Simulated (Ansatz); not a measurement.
Cost and result for the atomization energy of GaH4OSb (`[GaH2][O][SbH2]`) (7 atoms, 6 bonds).

Charge 0, multiplicity 1. Correlated methods include outer-core shells of Ga, Sb, which these sets cover unevenly. Scalar relativity is left out up to krypton. Sb: def2 effective core potential. Geometry: relaxed with PBE0-D4/def2-TZVP. Program: Ansatz. All runs use 2 threads of an Intel Xeon Platinum 8375C on a shared host. Times are those of one run each, without the atoms' runs, and a repeat can differ threefold. Electronic energies, without spin–orbit coupling; frozen cores. CCSD(T)/CBS adds CCSD(T) − MP2 in def2-TZVPP to the MP2 limit, and its time is that of the two runs behind it. T1 = 0.016. With those shells the extrapolation isn't a true limit.

CCSD(T)/CBS is a level of theory with its own doubt, some kJ/mol a heavy atom from the limit and from the frozen cores, so smaller differences don't rank the functionals.

```csv
level,functions,wall time,atomization (kJ/mol),difference from CCSD(T)/CBS,per bond
BLYP-D4/def2-TZVPP,185,2 s,1751.7,-11.9,-2.0
revPBE-D4/def2-TZVPP,185,2.1 s,1699.9,-63.7,-10.6
PBE-D4/def2-TZVPP (with forces),185,2.5 s,1748.8,-14.8,-2.5
BHLYP-D4/def2-TZVPP,185,3.2 s,1678.0,-85.6,-14.3
PBE0-D4/def2-TZVPP,185,3.8 s,1700.3,-63.3,-10.6
r2SCAN-D4/def2-TZVPP (with forces),185,4.2 s,1742.7,-20.9,-3.5
r2SCANh-D4/def2-TZVPP,185,4.6 s,1721.8,-41.8,-7.0
B2PLYP/def2-TZVPP,185,6 s,1717.8,-45.8,-7.6
CCSD(T)/def2-SVP,92,6.5 s,1581.6,-182.0,-30.3
ωB97X-V/def2-TZVPP,185,8.5 s,1773.7,10.1,1.7
MP2/def2-QZVPP,348,17 s,1735.4,-28.2,-4.7
CCSD(T)/def2-TZVPP,185,77 s,1709.4,-54.2,-9.0
CCSD(T)/CBS(def2),–,94 s,1763.6,0.0,0.0
```

The D4 term adds +26.0 kJ/mol with B3LYP and +13.5 kJ/mol with PBE0; it sums over pairs of atoms, weighted by their polarisabilities, and B3LYP, whose exchange is more repulsive, gets the larger term. Leaving LDA and LC-ωPBE aside and taking each functional with its dispersion term where it has one, the values, not all of them listed here, spread over 111.1 kJ/mol, from BHLYP-D4 to B97M-V. LDA lies +301.3 kJ/mol from PBE without D4, its usual overbinding. From PBE to PBE0 (25 % exact exchange), in def2-TZVPP and without D4, the atomization energy moves by −46.1 kJ/mol: exact exchange takes away binding that semilocal exchange gives to molecules.

B3LYP here is the variant with VWN-RPA as its local correlation; programs differ in this.
